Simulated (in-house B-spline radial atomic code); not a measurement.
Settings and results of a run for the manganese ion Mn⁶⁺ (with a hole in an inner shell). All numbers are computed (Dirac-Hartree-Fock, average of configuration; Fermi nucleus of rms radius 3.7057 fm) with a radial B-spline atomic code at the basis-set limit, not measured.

Command:
```bash
python run_scf.py task.json out
```
Settings (nuclear radius in fm, mass in u):
```
Z                25
configuration    1s2 2s2 2p6 3s2 3p6 3d1
hamiltonian      dirac
method           hf
spin_polarised   False
nucleus          fermi
rms_radius       3.7057
atomic_mass      54.93804
speed_of_light   137.035999084
```

Output (hartree, bohr):
```
 radial grid: 65 intervals, B-splines of order 8, outer radius 10.2985 bohr

 iter        energy (Eh)    residual
    1      -1139.7296507    6.86e-01
    2      -1147.2494885    1.51e-01
    3      -1147.5875745    5.78e-02
    4      -1147.6411233    2.31e-02
    5      -1147.6507755    4.90e-03
    6      -1147.6512283    2.16e-04
    7      -1147.6512289    1.43e-05
    8      -1147.6512289    9.42e-07
    9      -1147.6512289    3.86e-08

 total energy                    -1147.651229
 kinetic                           1163.36990
 electron-nucleus                 -2664.79613
 electron-electron                  353.77500

 first-order corrections (not in the total)
   Gaunt                            0.44980
   retardation                     -0.03917
   frequency dependence            -0.00101
   self-energy                      0.29747
   Uehling                         -0.02460
   Wichmann-Kroll                   0.00014
   recoil                           0.00899

 orbital      occ     eigenvalue          <r>       <r^2>       <1/r>     <1/r^2>       r_max    small
 1s1/2      2.000     -246.79120      0.06087  0.00498351     24.9307     1272.21     0.03989  8.07e-03
 2s1/2      2.000      -33.85128     0.277208   0.0907189     5.36128     121.308      0.2317  1.49e-03
 2p1/2      2.000      -29.45169     0.243999   0.0731327     5.27521      38.942      0.1869  1.45e-03
 2p3/2      4.000      -29.06212     0.246838     0.07471     5.19075     36.9778      0.1892  1.43e-03
 3s1/2      2.000       -7.74070     0.806754    0.743283     1.74552     19.1828      0.7172  3.46e-04
 3p1/2      2.000       -6.30054     0.830424    0.798842     1.63938     5.96967      0.7228  3.14e-04
 3p3/2      4.000       -6.24315     0.836728    0.810731     1.62233     5.69789      0.7286  3.10e-04
 3d3/2      0.400       -4.38824     0.855508    0.874134     1.43757     2.64133       0.675  2.51e-04
 3d5/2      0.600       -4.38165     0.857276    0.877552     1.43399      2.6256      0.6765  2.50e-04
```

Time taken, with all properties: 0.93 s on 1 thread of Arm Neoverse V1, on a shared host.

For the Dirac Hamiltonian the kinetic term is c α·p + (β - 1)c².
